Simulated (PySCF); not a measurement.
Record of a relaxation.

Species: WN(OH)3 (singlet state).
Bonds: W1–N2, W1–O3, W1–O5, W1–O7. Hydrogens: H4 on O3; H6 on O5; H8 on O7.

Computed by this run: PySCF, PBE0-D3(BJ)/def2-SVP geometry optimisation, gas phase, def2 core potentials past Kr; density fitting, grid level 1; the optimiser is geomeTRIC in internal coordinates, started from a GFN2-xTB structure with every atom displaced at random (about 0.03 Å). The frame can shift and turn from step to step; on so coarse a grid that alone can change the energy by a few meV, and forces under 0.02 eV/Å are noise.

Step 0: E = -9493.9003 eV, largest atomic force 6.515 eV/Å
```
atom  x, y, z in Å  |  force x, y, z in eV/Å
W1      0.074   -0.076   -0.056   -4.307   3.065   3.809
N2      0.010    0.016    1.662    0.559  -0.484  -3.204
O3      1.755    0.421   -0.583    5.925   1.102   1.578
H4      2.722    0.639   -0.067   -4.420  -0.951  -2.115
O5     -1.294    1.315   -0.565    0.669  -0.624   0.954
H6     -1.878    1.930   -0.022    1.474  -1.533  -0.755
O7     -0.508   -1.794   -0.490    0.414   0.330  -1.106
H8     -0.743   -2.537    0.036   -0.315  -0.905   0.839
```

Step 1: E = -9494.7942 eV, largest atomic force 2.684 eV/Å
```
atom  x, y, z in Å  |  force x, y, z in eV/Å
W1      0.012   -0.004   -0.039    1.354  -1.344  -1.888
N2      0.006    0.030    1.590   -0.040   0.134   2.654
O3      1.768    0.458   -0.565    0.444   0.013  -0.110
H4      2.584    0.627   -0.071   -0.475  -0.066  -0.016
O5     -1.215    1.256   -0.566   -1.247   1.274  -0.514
H6     -1.748    1.816    0.006   -0.041   0.046   0.043
O7     -0.521   -1.758   -0.495   -0.019  -0.152  -0.331
H8     -0.748   -2.510    0.058    0.024   0.095   0.163
```

Step 2: E = -9494.8668 eV, largest atomic force 1.725 eV/Å
```
atom  x, y, z in Å  |  force x, y, z in eV/Å
W1      0.024   -0.014   -0.044   -0.248   0.436   0.960
N2      0.031    0.017    1.638   -0.004  -0.019  -1.191
O3      1.789    0.437   -0.579   -1.432  -0.416  -0.867
H4      2.557    0.601   -0.066    1.028   0.248   0.902
O5     -1.257    1.305   -0.584    0.652  -0.687  -0.081
H6     -1.778    1.855    0.000   -0.126   0.141   0.286
O7     -0.505   -1.774   -0.514    0.088   0.154  -0.083
H8     -0.723   -2.512    0.065    0.042   0.143   0.074
```

Step 3: E = -9494.9111 eV, largest atomic force 0.685 eV/Å
```
atom  x, y, z in Å  |  force x, y, z in eV/Å
W1      0.021   -0.015   -0.057   -0.310   0.367   0.489
N2      0.032    0.022    1.613    0.017  -0.029  -0.379
O3      1.772    0.425   -0.595    0.618   0.056   0.116
H4      2.553    0.597   -0.041   -0.516  -0.086  -0.209
O5     -1.252    1.295   -0.582    0.130  -0.137   0.031
H6     -1.768    1.844    0.019    0.062  -0.058   0.026
O7     -0.505   -1.766   -0.520   -0.008  -0.152  -0.159
H8     -0.716   -2.488    0.079    0.008   0.038   0.085
```

Step 4: E = -9494.9232 eV, largest atomic force 0.236 eV/Å
```
atom  x, y, z in Å  |  force x, y, z in eV/Å
W1      0.017   -0.010   -0.065   -0.023  -0.066  -0.086
N2      0.035    0.025    1.595    0.012   0.005   0.236
O3      1.773    0.418   -0.604    0.149  -0.011  -0.159
H4      2.525    0.589   -0.029   -0.010   0.020   0.087
O5     -1.246    1.294   -0.581   -0.147   0.155  -0.024
H6     -1.751    1.836    0.035    0.032  -0.029  -0.011
O7     -0.505   -1.766   -0.527   -0.018  -0.096  -0.101
H8     -0.710   -2.472    0.093    0.004   0.022   0.058
```

Step 5: E = -9494.9279 eV, largest atomic force 0.138 eV/Å
```
atom  x, y, z in Å  |  force x, y, z in eV/Å
W1      0.015   -0.009   -0.074    0.076  -0.091  -0.070
N2      0.041    0.025    1.588   -0.001   0.007   0.094
O3      1.779    0.409   -0.616   -0.018  -0.025  -0.071
H4      2.512    0.583   -0.018    0.002   0.013   0.056
O5     -1.250    1.301   -0.582   -0.057   0.060  -0.021
H6     -1.744    1.838    0.046   -0.003   0.008   0.011
O7     -0.509   -1.770   -0.533   -0.002   0.013  -0.028
H8     -0.707   -2.462    0.106    0.003   0.016   0.028
```

Step 6: E = -9494.9294 eV, largest atomic force 0.041 eV/Å
```
atom  x, y, z in Å  |  force x, y, z in eV/Å
W1      0.015   -0.011   -0.084   -0.020   0.032  -0.015
N2      0.049    0.024    1.579    0.005  -0.002   0.003
O3      1.782    0.395   -0.629   -0.015  -0.005  -0.017
H4      2.495    0.575   -0.009    0.028   0.007   0.016
O5     -1.250    1.308   -0.583    0.019  -0.018   0.006
H6     -1.733    1.843    0.057    0.000   0.004  -0.001
O7     -0.514   -1.772   -0.536   -0.015  -0.015   0.013
H8     -0.706   -2.448    0.122   -0.003  -0.004  -0.004
```

Step 7: E = -9494.9295 eV, largest atomic force 0.022 eV/Å
```
atom  x, y, z in Å  |  force x, y, z in eV/Å
W1      0.015   -0.011   -0.085    0.006  -0.015   0.015
N2      0.051    0.025    1.579    0.002   0.002  -0.021
O3      1.783    0.393   -0.631    0.003   0.000   0.005
H4      2.497    0.574   -0.011   -0.004  -0.002  -0.008
O5     -1.248    1.309   -0.583    0.000   0.003   0.003
H6     -1.730    1.845    0.056    0.001   0.003  -0.004
O7     -0.519   -1.772   -0.534   -0.006   0.010   0.009
H8     -0.711   -2.448    0.125   -0.002  -0.001  -0.001
```

Problem. Summarise the path.

Solution. The energy falls by 23.73 kcal/mol from step 0 to step 7; nine tenths of that is first reached at step 2. It falls at every step. The largest force goes from 6.515 to 0.022 eV/Å. Among the bonds O3–H4 changes most, from 1.118 to 0.963 Å; the atoms move by 0.129 Å rms after alignment.

Problem. Follow the three bonds and two angles with the largest change from start to end.

Solution. 
```
step  E above end (kcal/mol)  largest force (eV/Å)  O3–H4 (Å)  W1–O5 (Å)  W1–O3 (Å)  W1–O3–H4 (°)  W1–O5–H6 (°)
   0                   23.73                 6.515      1.118      2.016      1.830         135.7         132.7
   1                    3.12                 2.684      0.969      1.836      1.891         133.1         126.8
   2                    1.45                 1.725      0.938      1.916      1.899         130.4         126.0
   3                    0.42                 0.685      0.973      1.901      1.884         128.7         125.3
   4                    0.14                 0.236      0.962      1.887      1.886         126.6         124.4
   5                    0.04                 0.138      0.962      1.890      1.893         124.9         123.7
   6                    0.00                 0.041      0.962      1.895      1.893         123.1         123.2
   7                    0.00                 0.022      0.963      1.894      1.894         123.1         123.2
```

What follows is the cost of the whole optimisation. On Intel Xeon Platinum 8559C, one thread, shared host with 192 logical CPUs at a one-minute load of 112, this took 49 s wall and 0.41 GiB of memory at its peak.
